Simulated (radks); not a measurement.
The numbers below are computed, except where a source is named.
Task: Coherent X-ray form factor from a spherical all-electron density. Level of theory: non-relativistic Kohn-Sham, PBEsol, spin-unpolarised, spherical densities, point nucleus (a radial shooting solver on a logarithmic mesh with Libxc functionals).

sin(theta)/lambda (1/angstrom),f0 (electrons)
0.05,27.374
0.1,25.827
0.15,23.943
0.2,22.057
0.25,20.265
0.3,18.571
0.4,15.496
0.5,12.917
0.6,10.892
0.8,8.286
1,6.914
1.25,5.896
1.5,5.074
2,3.586

The species is in the configuration that NIST lists as its ground one. Which atom or ion scatters so?

Result: Neutral nickel, [Ar] 3d8 4s2. Extrapolating in s^2 from the first two rows gives f0(0) = 27.9, near the electron count 28; among species with that count, the fall with angle is slower the higher Z, and the table is that of Z = 28; from so few rows the species is fixed only to a neighbour or two.
